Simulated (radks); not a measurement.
The numbers below are computed, except where a source is named.
Task: The table gives one normalised radial function P(r) = r R(r) of P2+ in [Ne] 3s2 3p1 (r in bohr). Level of theory: scalar-relativistic Kohn-Sham, PBE, spin-polarised, spherical densities, finite nucleus; open shells are filled with parallel spins first; Fermi nuclear charge, rms radius 3.1889 fm (a radial shooting solver on a logarithmic mesh with Libxc functionals).

r         P
0.003799   0.1119
0.004868   0.1409
0.006289   0.1778
0.008059   0.2214
0.01033    0.2735
0.01334    0.3365
0.01709    0.4058
0.02208    0.4830
0.0283     0.5581
0.03655    0.6258
0.04684    0.6672
0.06002    0.6646
0.07754    0.5900
0.09936    0.4233
0.1283     0.1377
0.1645    -0.2412
0.2125    -0.6922
0.2723    -1.1023
0.3489    -1.3795
0.4507    -1.4347
0.5775    -1.2481
0.746     -0.8881
0.956     -0.5137
1.235     -0.2236
1.582     -0.0730
2.028     -0.0161
2.62      -0.0020
3.357     -0.0001
4.336     0.0000
5.557     0.0000
7.178     0.0000
9.198     0.0000

Which n and l does it have? It may be an empty orbital.

Result: n = 2, l = 0: the number of nodes gives n - l - 1 = 1, the rise at small r (about r^(l+1)) gives l, and the extent must fit the shell. The curve is that of 2s down; the table hardly tells the two spins apart. 2s down: eigenvalue -197.39 eV, 1 radial node at r = 0.141 bohr, <r> = 0.519 bohr, 90 % of the charge inside 0.815 bohr.
